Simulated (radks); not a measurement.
Results of a calculation; reference values are marked as such.
Species: S5+. Configuration: [Ne] 3s1 (the NIST ground configuration).

Code: a radial shooting solver on a logarithmic mesh with Libxc functionals. Model: non-relativistic Kohn-Sham, PBE, spin-unpolarised, spherical densities, point nucleus.

Energy parts (eV):
total: -10639.844
kinetic: 10629.385
electron-nucleus: -24416.947
Hartree: 3783.201
exchange-correlation: -635.483

Orbitals (lengths in bohr, moments of r in powers of bohr; r(90%) holds 90 % of the orbital's charge):
| orbital | occ. | eigenvalue (eV) | <r^2> | r(90%) |
|---|---|---|---|---|
| 1s | 2 | -2481.187 | 0.01272 | 0.174 |
| 2s | 2 | -290.0067 | 0.2712 | 0.748 |
| 2p | 6 | -236.4550 | 0.2394 | 0.728 |
| 3s | 1 | -80.3877 | 2.286 | 2.08 |

The highest occupied level is 3s at -80.388 eV. For comparison, the ionisation energy in NIST's Atomic Spectra Database is 88.053 eV (measured). In exact Kohn-Sham theory the highest level is minus the ionisation energy, but local and semilocal functionals leave it too shallow, through self-interaction and a potential that decays too fast; potentials with the right tail come closer. The electron density at the nucleus is 2673 e/bohr^3.

Beside tabulated values, note that spin-unpolarised runs miss the spin-polarisation part of the exchange energy of open shells.
